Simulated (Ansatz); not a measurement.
`BSC(=N)[SiH3]` and `N=C([SiH3])O[SiH3]` differ in one atom or group.

Ansatz, PBE0-D4/def2-TZVP geometries, multiplicity 1. Each molecule was computed in one conformer, which needn't be the lowest.

| property | `BSC(=N)[SiH3]` |
| --- | --- |
| size of the dipole moment (ωB97M-V/def2-TZVPP) / D | 0.85 |
| LUMO energy (PBE0/def2-TZVPP) / eV | -1.86 |
| HOMO–LUMO gap (B3LYP/def2-TZVPP) / eV | 5.46 |
| HOMO energy (ωB97M-V/def2-TZVPP) / eV | -9.92 |
| HOMO energy (PBE0/def2-TZVPP) / eV | -7.73 |
| HOMO–LUMO gap (PBE0/def2-TZVPP) / eV | 5.87 |

(1) What does the change do to each property? (Estimate.)

Answers

(1) The calculation gave: 
```tsv
property	`N=C([SiH3])O[SiH3]`	shift
size of the dipole moment (ωB97M-V/def2-TZVPP) / D	1.53	0.68
LUMO energy (PBE0/def2-TZVPP) / eV	-0.61	1.25
HOMO–LUMO gap (B3LYP/def2-TZVPP) / eV	6.89	1.43
HOMO energy (ωB97M-V/def2-TZVPP) / eV	-10.26	-0.34
HOMO energy (PBE0/def2-TZVPP) / eV	-7.95	-0.22
HOMO–LUMO gap (PBE0/def2-TZVPP) / eV	7.34	1.47
```

With PBE0 the HOMO falls by 0.22 eV and the LUMO rises by 1.25 eV, so the gap widens by about 1.47 eV. PBE moves the HOMO by -0.14 eV and ωB97M-V by -0.34 eV. Dipoles are sizes alone; their direction can turn.

B3LYP here is the variant with VWN-RPA as its local correlation; programs differ in this.
